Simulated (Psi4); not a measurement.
diarsenic (As$_{2}$), singlet, at a GFN2-xTB geometry; B3LYP/6-311G** (Psi4).

The Psi4 input:
```
memory 2 GB

molecule {
0 1
As   -0.00000000   -0.00000000   -1.04699221
As    0.00000000    0.00000000    1.04699221
}

set {
  basis 6-311g**
}

energy('b3lyp')
print_variables()
```

**Question.** What does Psi4 print? Leave out banner, timings and long lists.

**Answer.** 
```
   => Loading Basis Set <=

    Name: 6-311G**
    Role: ORBITAL
    Keyword: BASIS

         ---------------------------------------------------------
                                   SCF
               by Justin Turney, Rob Parrish, Andy Simmonett
                          and Daniel G. A. Smith
                              RKS Reference
         ---------------------------------------------------------

  ==> Geometry <==

    Molecular point group: d2h
    Full point group: D_inf_h

    Geometry (in Angstrom), charge = 0, multiplicity = 1:

       Center              X                  Y                   Z               Mass
    ------------   -----------------  -----------------  -----------------  -----------------
         AS           0.000000000000     0.000000000000    -1.046992210000    74.921594570000
         AS           0.000000000000     0.000000000000     1.046992210000    74.921594570000

  Running in d2h symmetry.

  Rotational constants: A = ************  B =      0.10263  C =      0.10263 [cm^-1]
  Rotational constants: A = ************  B =   3076.75766  C =   3076.75766 [MHz]
  Nuclear repulsion =  275.204522495745209

  Charge       = 0
  Multiplicity = 1
  Electrons    = 66
  Nalpha       = 33
  Nbeta        = 33

  ==> Algorithm <==

  SCF Algorithm Type is DF.
  DIIS enabled.
  MOM disabled.
  Fractional occupation disabled.
  Guess Type is SAD.
  Energy threshold   = 1.00e-06
  Density threshold  = 1.00e-06
  Integral threshold = 1.00e-12

  ==> Primary Basis <==

  Basis Set: 6-311G**
    Blend: 6-311G**
    Number of shells: 36
    Number of basis functions: 88
    Number of Cartesian functions: 94
    Spherical Harmonics?: true
    Max angular momentum: 2

  ==> DFT Potential <==

   => LibXC <=

    Version 7.1.2
    S. Lehtola, C. Steigemann, M. J. T. Oliveira, and M. A. L. Marques,  SoftwareX 7, 1–5 (2018) (10.1016/j.softx.2017.11.002)

   => Composite Functional: B3LYP <=

    B3LYP Hyb-GGA Exchange-Correlation Functional

    P. J. Stephens, F. J. Devlin, C. F. Chabalowski, and M. J. Frisch,  J. Phys. Chem. 98, 11623 (1994) (10.1021/j100096a001)

    Deriv               =              1
    GGA                 =           TRUE
    Meta                =          FALSE

    Exchange Hybrid     =           TRUE
    MP2 Hybrid          =          FALSE

   => Exchange Functionals <=

    0.0800   Slater exchange
    0.7200         Becke 88

   => Exact (HF) Exchange <=

    0.2000               HF

   => Correlation Functionals <=

    0.1900   Vosko, Wilk & Nusair (VWN5_RPA)
    0.8100   Lee, Yang & Parr

   => LibXC Density Thresholds  <==

    XC_HYB_GGA_XC_B3LYP:  1.00E-15

   => Molecular Quadrature <=

    Radial Scheme          =       TREUTLER
    Pruning Scheme         =           NONE
    Nuclear Scheme         =       TREUTLER

    Blocking Scheme        =         OCTREE
    BS radius alpha        =              1
    Pruning alpha          =              1
    Radial Points          =             75
    Spherical Points       =            302
    Total Points           =          41134
    Total Blocks           =            382
    Max Points             =            252
    Max Functions          =             78
    Weights Tolerance      =       1.00E-15

   => Loading Basis Set <=

    Name: (6-311G** AUX)
    Role: JKFIT
    Keyword: DF_BASIS_SCF

  ==> Integral Setup <==

  SCF_SUBTYPE=INCORE selected. In-core MEM_DF algorithm will be used.
  Using in-core AOs.

  ==> MemDFJK: Density-Fitted J/K Matrices <==

    J tasked:                   Yes
    K tasked:                   Yes
    wK tasked:                   No
    Algorithm:                 Core
    Schwarz Cutoff:           1E-12
    Mask sparsity (%):       7.2572
    Fitting Condition:        1E-10

   => Auxiliary Basis Set <=

  Basis Set: (6-311G** AUX)
    Blend: CC-PVTZ-JKFIT
    Number of shells: 102
    Number of basis functions: 414
    Number of Cartesian functions: 538
    Spherical Harmonics?: true
    Max angular momentum: 4

  Minimum eigenvalue in the overlap matrix is 9.9302892591E-03.
  Reciprocal condition number of the overlap matrix is 2.5799035387E-03.
    Using symmetric orthogonalization.

  ==> Pre-Iterations <==

  SCF Guess: Superposition of Atomic Densities via on-the-fly atomic UHF (no occupation information).

   -------------------------
    Irrep   Nso     Nmo
   -------------------------
     Ag        21      21
     B1g        3       3
     B2g       10      10
     B3g       10      10
     Au         3       3
     B1u       21      21
     B2u       10      10
     B3u       10      10
   -------------------------
    Total      88      88
   -------------------------

  ==> Iterations <==

                           Total Energy        Delta E     RMS |[F,P]|

   @DF-RKS iter SAD: -4465.31411666326312   -4.46531e+03   0.00000e+00
   @DF-RKS iter   1: -4469.18973639778142   -3.87562e+00   1.29318e-01 ADIIS
   @DF-RKS iter   2: -4466.81240024300132    2.37734e+00   1.89785e-01 ADIIS
   @DF-RKS iter   3: -4471.72019954959978   -4.90780e+00   2.03118e-02 DIIS/ADIIS
   @DF-RKS iter   4: -4471.77089766579047   -5.06981e-02   3.48607e-03 DIIS/ADIIS
   @DF-RKS iter   5: -4471.77238387462057   -1.48621e-03   2.50017e-04 DIIS/ADIIS
   @DF-RKS iter   6: -4471.77243539172377   -5.15171e-05   2.16917e-05 DIIS
   @DF-RKS iter   7: -4471.77243559741964   -2.05696e-07   1.85181e-06 DIIS
   @DF-RKS iter   8: -4471.77243559892850   -1.50885e-09   4.55829e-08 DIIS
  Energy and wave function converged.

  ==> Post-Iterations <==

   Electrons on quadrature grid:
      Ntotal   =   66.0000049872 ; deviation = 4.987e-06

    Orbital Energies [Eh]
    ---------------------

    Doubly Occupied:

[...]
    Virtual:

[...]
      21B1u  901.151182

    Final Occupation by Irrep:
             Ag   B1g   B2g   B3g    Au   B1u   B2u   B3u
    DOCC [     9,    1,    3,    3,    1,    8,    4,    4 ]
    NA   [     9,    1,    3,    3,    1,    8,    4,    4 ]
    NB   [     9,    1,    3,    3,    1,    8,    4,    4 ]

  @DF-RKS Final Energy: -4471.77243559892850

   => Energetics <=

    Nuclear Repulsion Energy =            275.2045224957452092
    One-Electron Energy =               -6778.1097111022154422
    Two-Electron Energy =                2164.7828798669461321
    DFT Exchange-Correlation Energy =    -133.6501268594037697
    Empirical Dispersion Energy =           0.0000000000000000
    VV10 Nonlocal Energy =                  0.0000000000000000
    Total Energy =                      -4471.7724355989275864

Computation Completed

Properties will be evaluated at   0.000000,   0.000000,   0.000000 [a0]

Properties computed using the SCF density matrix

 Multipole Moments:

 ------------------------------------------------------------------------------------
     Multipole            Electronic (a.u.)      Nuclear  (a.u.)        Total (a.u.)
 ------------------------------------------------------------------------------------

 L = 1.  Multiply by 2.5417464519 to convert [e a0] to [Debye]
 Dipole X            :          0.0000000            0.0000000            0.0000000
 Dipole Y            :          0.0000000            0.0000000            0.0000000
 Dipole Z            :          0.0000000            0.0000000            0.0000000
 Magnitude           :                                                    0.0000000

 ------------------------------------------------------------------------------------

  Variable Map:
  ----------------------------------------------------------------------------
[...]
  Array Variable Map:
  ----------------------------------------------------------------------------
[...]
[...]
```
